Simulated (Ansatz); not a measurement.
Breaking a bond: MgN (cation, charge +1), lowest triplet found (which spin is the ground state isn't settled by this scan).

Levels: UKS-PBE0 = unrestricted PBE0/aug-cc-pVDZ in Ansatz (an electronic-structure program); UKS-CAM-B3LYP = unrestricted CAM-B3LYP/aug-cc-pVDZ (Ansatz); UKS-PBE = unrestricted PBE/aug-cc-pVDZ (Ansatz); FCI = full CI/aug-cc-pVDZ, frozen core in Ansatz.

All curves are set to zero at 2.14 Å and compared with full CI in the same basis at 2.14, 2.19, 2.28, 2.38, 2.52, 2.66, 2.87, 3.09, 3.41, 3.72, 4.22, 4.65, 5.33, 6.18, 7.22 Å.

Q: Order the methods by the spread of their error (largest minus smallest) over these points.

A: UKS-CAM-B3LYP has the smallest spread and UKS-PBE the largest. In order (kJ/mol): UKS-CAM-B3LYP 22.75, UKS-PBE0 22.76, UKS-PBE 55.90.

Errors against full CI at some of the points (kJ/mol):

```tsv
method	2.66 Å	3.09 Å	4.22 Å	5.33 Å	7.22 Å
UKS-CAM-B3LYP	15.4	18.8	22.4	22.8	22.6
UKS-PBE0	14.2	18.4	22.6	22.7	22.6
UKS-PBE	28.2	43.0	54.7	55.9	55.9
```

The unrestricted determinant behind UKS-PBE0, UKS-CAM-B3LYP is spin-contaminated at 1.86 to 7.22 Å (<S²> up to 3.0, against 2.00 for a pure triplet). At the minimum UKS-CAM-B3LYP lies far from FCI: another state is possible. The unrestricted determinant behind UKS-PBE is spin-contaminated at 2.02 to 7.22 Å (<S²> up to 3.0, against 2.00 for a pure triplet). Also computed but left out beside FCI, since their determinant holds another spin at the minimum (<S²> over 0.7 above the pure value): UHF, UMP2, UCCSD, UCCSD(T), UCCSDT, UCCSDT(Q), UMP2/3-21G.
